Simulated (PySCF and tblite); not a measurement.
Results of a calculation; reference values are marked as such.
C₄H₁₃ClS₃Si₃, numbered as in [CH3:1][Si:2]1([CH3:3])[S:4][SiH:5]([Cl:6])[S:7][Si:8]([CH3:9])([CH3:10])[S:11]1.

Free energies: PBE0-D3(BJ)/pcSseg-1 on GFN2-xTB structures plus GFN2-xTB thermal terms, symmetry and mirror images included. Conformers within 2.5 kcal/mol (GFN2-xTB free energy) were kept, 6 at most. GIAO shieldings: PBE0/pcSseg-1. Shifts are against TMS (¹H), TMS (¹³C), TMS (²⁹Si) at the same level. (PySCF 2.14, tblite 0.8.)

The 6-ring runs over atoms 2–4–5–7–8–11. Of a mirror pair one member is shown.

| conformer | shape | symmetry | E(GFN2) kcal/mol | E(DFT) kcal/mol |
| --- | --- | --- | --- | --- |
| 1 | 6-ring twist-boat (ring torsions -37, -30, 72, -36, -34, 74°) | C1 (pair) | 0.00 | 0.00 |
| 2 | 6-ring twist-boat (ring torsions -26, 70, -41, -23, 70, -44°) | C1 (pair) | 0.79 | 0.49 |
| 3 | 6-ring twist-boat (ring torsions 73, -30, -41, 71, -26, -40°) | C1 (pair) | 1.17 | 1.74 |
| 4 | 6-ring chair (C3, Cl6, C9 axial) | Cs | 1.17 | 1.03 |

(1) How much do the weights at 298.15 K and the averaged shift of Si2/Si8 depend on how the conformers are weighted?

Unscaled ²⁹Si shifts at such levels can be off by tens of ppm; differences between conformers or isomers are more reliable.

## Answers

(1) 
```csv
weighting,1 (%),2 (%),3 (%),4 (%),δ (ppm),rms dipole (D)
"DFT energy with thermal terms, symmetry and mirror images (full scheme)",59,30,5,5,36.3,2.06
DFT energy with symmetry and mirror images,63,28,3,6,36.3,2.00
bare DFT energy,60,26,3,10,36.1,2.02
GFN2-xTB energy with symmetry and mirror images,68,18,9,5,36.5,1.99
GFN2-xTB free energy,62,19,15,4,36.5,2.09
leading conformer alone,100,0,0,0,37.3,1.50
equal weights,25,25,25,25,35.2,2.50
"full scheme, search stopped after three starts",92,0,8,0,37.2,1.69
```

The largest departure from the full scheme, 1.1 ppm, comes with: equal weights.


Conformer gaps in pcSseg-1 on xTB geometries can be 2 kcal/mol off for S=O, P=O and other polar bonds.